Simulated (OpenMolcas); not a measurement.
Computed levels of 4f9 in ions with 63 electrons, in cm-1 above 6H* 15/2.

* Program: OpenMolcas
* Method: SS-CASPT2, IPEA 0.25 Eh, imaginary shift 0.1 Eh
* Basis: ANO-R3
* Scalar Hamiltonian: X2C, finite nucleus
* Spin-orbit coupling: state interaction with AMFI integrals over the reference wave functions, term energies averaged over their components

Active space for each ion: 9 electrons in 7 orbitals (4f); closed shells correlated by CASPT2: 5s 5p.

| Level | Tb2+ | Ho4+ |
| --- | --- | --- |
| 6H* 13/2 | 2970 | 4300 |
| 6H* 11/2 | 5030 | 7170 |
| 6F* 11/2 | 6630 | 9110 |
| 6H* 9/2 | 6650 | 9460 |
| 6F* 9/2 | 7800 | 10610 |
| 6H* 7/2 | 7910 | 11260 |
| 6H* 5/2 | 8870 | 12620 |
| 6F* 7/2 | 9420 | 13000 |
| 6F* 5/2 | 10600 | 14700 |

Q: Estimate 6H* 5/2, 6F* 11/2, 6F* 9/2 for Dy3+ from its neighbours Tb2+ and Ho4+.

A: 6H* 5/2 is fine structure, which grows about as the fourth power of a screened charge, so the fourth roots are averaged: ((8870^0.25 + 12620^0.25) / 2)^4 = 10621. The calculation gives 10670, so the estimate is off by -0.5 %.
6F* 11/2 is another term, which grows about linearly with the charge: (6630 + 9110) / 2 = 7870. The calculation gives 7910, so the estimate is off by -0.5 %.
6F* 9/2 is another term, which grows about linearly with the charge: (7800 + 10610) / 2 = 9205. The calculation gives 9270, so the estimate is off by -0.7 %.

Term energies are means over components that CASPT2 splits; among the terms shown or strongly mixed into the levels shown the widest spread is 110 cm-1 (4f9 6H*, Tb2+). High states are left out of the spin-orbit mixing, which shifts the levels that they would mix with. Only configurations of the active space appear.

* marks odd parity.
